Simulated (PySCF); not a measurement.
Sc(9+) (scandium, charge +9) across methods

[Ne] 3s2, closed-shell 1S. Computed with PySCF 2.14 in an even-tempered Gaussian basis (19 s from 0.49 bohr⁻², ratio 2.5; 12 p from 0.64 bohr⁻², ratio 2.5; 5 d from 2.8 bohr⁻², ratio 2.7; 4 f from 4.2 bohr⁻², ratio 2.7), with scalar relativity by spin-free X2C-1e.

| method | E (hartree) | mean ε 2s (eV) | mean ε 2p (eV) | mean ε 3s (eV) | Σ⟨r²⟩ (bohr²) | ⟨S²⟩ |
| --- | --- | --- | --- | --- | --- | --- |
| r2SCAN | -734.863 | -677.32 | -590.24 | -214.98 | 2.930 | 0.000 |
| PBE0 | -734.742 | -683.18 | -595.68 | -217.07 | 2.924 | 0.000 |
| PBE | -734.703 | -670.40 | -586.04 | -214.67 | 2.922 | 0.000 |
| UHF | -734.39568 | -719.99 | -623.08 | -223.09 | 2.935 | 0.000 |
| revPBE | -734.846 | -670.55 | -585.99 | -214.57 | 2.923 | 0.000 |
| B3LYP | -734.916 | -680.62 | -594.08 | -216.84 | 2.925 | 0.000 |

(1) Estimate the same row for LDA.

## Answers

(1) E (hartree) = -732.910; mean ε 2s (eV) = -668.77; mean ε 2p (eV) = -585.71; mean ε 3s (eV) = -214.75; Σ⟨r²⟩ (bohr²) = 2.923; ⟨S²⟩ = 0.000.
